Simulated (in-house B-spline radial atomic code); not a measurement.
Inner-shell binding energies (edges) and X-ray emission energies of free atoms and ions, as differences of relaxed hole-state energies with first-order Breit, QED and recoil terms, without correlation or multiplet splittings, in NIST's listed ground configurations. For neutral atoms such line energies lie within some 1 to 5 eV of tabulated X-ray lines (up to 20 eV for the heaviest). K = 1s, L1 = 2s, M5 = 3d5/2. A dash marks a subshell that is part filled or wasn't run, or a line left out. Computed with a B-spline radial code for spherical atoms: Dirac-Hartree-Fock, average of the configuration, finite nuclei.

```tsv
ion	configuration	K edge (eV)	L1 edge (eV)	M5 edge (eV)
Cd	[Kr] 4d10 5s2	26717.9	4032.27	411.38
In+	[Kr] 4d10 5s2	27955.7	4261.01	459.88
Sn2+	[Kr] 4d10 5s2	29226.8	4498.97	512.32
Sb3+	[Kr] 4d10 5s2	?	?	?
Te4+	[Kr] 4d10 5s2	?	?	?
I5+	[Kr] 4d10 5s2	33240.7	5266.67	690.94
Xe6+	[Kr] 4d10 5s2	34646.2	5540.45	757.21
Cs7+	[Kr] 4d10 5s2	36086	5823.22	826.72
```

(1) Fill in the row of Sb3+.

(2) Fill in the row of Te4+.

## Answers

(1) K edge (eV): 30531.2; L1 edge (eV): 4745.94; M5 edge (eV): 568.41.

(2) K edge (eV): 31869.1; L1 edge (eV): 5001.84; M5 edge (eV): 627.99.
